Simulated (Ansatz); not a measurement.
`CC(Cl)I` → `ClCI` + `[CH2]` (triplet) at 600 K and 1 bar (formal loss of a carbene).

Calculated with Ansatz (gas phase, PBE0-D4/def2-TZVP geometries, no zero-point term in ΔE). CCSD(T)/CBS is the MP2 limit (def2-TZVPP, def2-QZVPP) plus CCSD(T) − MP2 in def2-TZVPP, frozen cores. This one scheme is used for every species. Triplets are unrestricted, without spin–orbit coupling. Elements past krypton have def2 core potentials. For I outer-core shells are correlated without core-valence functions, which leaves a few kJ/mol of doubt a bond.

```tsv
species	CCSD(T)/CBS energy (Eh)	H − E (kJ/mol)	S (J/(mol·K))
`CC(Cl)I`	-835.73159	193.5	389.4
`ClCI`	-796.46468	106.6	340.2
`[CH2]` (triplet)	-39.09499	66.5	220.8
```

H − E and S are ideal-gas, rigid-rotor, harmonic terms from PBE0-D4/def2-TZVP, for one conformer and one mirror image of each species, with the whole ground term of open shells counted as degenerate. 1 Eh = 2625.50 kJ/mol, R = 8.31446 J/(mol·K).

Question: By hand: ΔE, ΔH, ΔS and ΔG.

Answer: ΔE = (-796.46468) + (-39.09499) − (-835.73159) = 0.17192 Eh = 451.4 kJ/mol. Δ(H − E) = 106.6 + 66.5 − 193.5 = -20.4, so ΔH = 431.0 kJ/mol. ΔS = 340.2 + 220.8 − 389.4 = 171.6 J/(mol·K). ΔG = 431.0 − 600 × (171.6)/1000 = 328.0 kJ/mol.

Question: By hand: the equilibrium constant, and the temperature at which ΔG would vanish if ΔH and ΔS stayed fixed.

Answer: log₁₀ K = −ΔG/(RT ln 10) = -28.6. ΔG = 0 at ΔH/ΔS = 2512 K, far beyond where these terms or the molecules hold.

The number of gas molecules changes by +1, which sets the sign of ΔS. A doubt of 5 kJ/mol in ΔE shifts log₁₀ K by 0.4 here. Other conformers and mirror images would add mixing entropy, several J/(mol·K) or more a flexible species. A triplet takes part, so the spin changes. These are equilibria of isolated gas molecules and say nothing of rates. Largest T1 diagnostic: 0.011 (customary marks: 0.02 for closed shells, 0.045 for open ones).
